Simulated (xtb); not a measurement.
F₆Ru, triplet, geometry from GFN2-xTB (such geometries of metal compounds can be far from the true shape), atoms displaced at random by about 0.02 Å a coordinate. Base run: GFN2-xTB (xtb 6.7.1).

Input for xtb:
```
$ xtb mol.xyz --gfn 2 --uhf 2 --opt --json

# file mol.xyz
7

Ru    -0.00432142     0.01285200    -0.00355372
F      1.07557729    -0.48184655    -1.41087035
F     -1.15920364     0.42627454     1.40365283
F     -1.13658406     0.82987586    -1.18199956
F     -0.91352849    -1.58281086    -0.24209421
F      0.87615675     1.56837392     0.19539977
F      1.16305452    -0.82987678     1.20147689
```

The base run was repeated with changes; each row names its change, and settings that it needs were set with it.

| change | ΔE vs base (µEh) | optimiser steps |
|---|---|---|
| base | 0.0 | 7 |
| opt level = vtight | -0.2 | 9 |
| opt level = extreme | -0.2 | 9 |
| opt level = loose | 21.6 | 4 |
| opt level = crude | 42.7 | 3 |
| opt level = sloppy | 21.6 | 4 |
| opt level = tight | -0.2 | 8 |
| engine = lbfgs | 0.4 | - |
| engine = inertial | 13.3 | - |
| alpb = hexane | -1199 | 7 |
